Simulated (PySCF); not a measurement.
PBE0-D3(BJ)/def2-TZVP geometry optimisation, gas phase with PySCF 2.14 and geomeTRIC: Mo(NH2)4, charge 0, multiplicity 3. Start (model start, shaken):

```
13

Mo    0.0000    0.0045   -0.0041
N     1.0778    1.0844    1.0763
H     0.8587    2.0375    1.4302
H     2.0081    0.8651    1.4430
N    -1.0896   -1.1052    1.0908
H    -0.8473   -2.0376    1.4307
H    -2.0459   -0.8771    1.4100
N    -1.0947    1.0722   -1.0871
H    -2.0151    0.8550   -1.4753
H    -0.8659    2.0167   -1.4359
N     1.0682   -1.0984   -1.1059
H     2.0053   -0.8419   -1.4497
H     0.8573   -2.0042   -1.4464
```

```
step  E − E(start) / kcal mol⁻¹  largest force / Eh bohr⁻¹
   0                       0.00                    0.06032
   1                     -12.54                    0.01310
   2                     -16.09                    0.01427
   3                     -21.05                    0.01323
   4                     -23.68                    0.00646
   5                     -25.11                    0.00568
   6                     -25.69                    0.00315
   7                     -25.90                    0.00073
   8                     -25.93                    0.00069
   9                     -25.97                    0.00064
  10                     -25.97                    0.00031
```

The optimisation met its thresholds. End point:

```
13

Mo    0.0275   -0.0126   -0.0086
N     1.2834    1.2944    0.7388
H     0.9524    2.1663    1.1337
H     2.1198    1.0108    1.2343
N    -1.2875   -1.2888    0.6964
H    -1.0058   -2.1298    1.1853
H    -2.1659   -0.9685    1.0855
N    -1.2834    1.2731   -0.7074
H    -2.1527    0.9623   -1.1234
H    -0.9909    2.1256   -1.1694
N     1.2978   -1.2988   -0.7652
H     2.1419   -0.9991   -1.2378
H     0.9805   -2.1639   -1.1857
```

Metal–donor distances, start → end: N2 1.870 → 1.961 Å, N5 1.902 → 1.963 Å, N8 1.874 → 1.965 Å, N11 1.890 → 1.960 Å.

No frequencies were computed, so the end point may be a saddle point.

The job took 5.9 min on one thread of Arm Neoverse V1 (shared host), with 212 basis functions and a peak of 0.97 GiB, launched as `OMP_NUM_THREADS=1 python lf_run.py task.json out`.
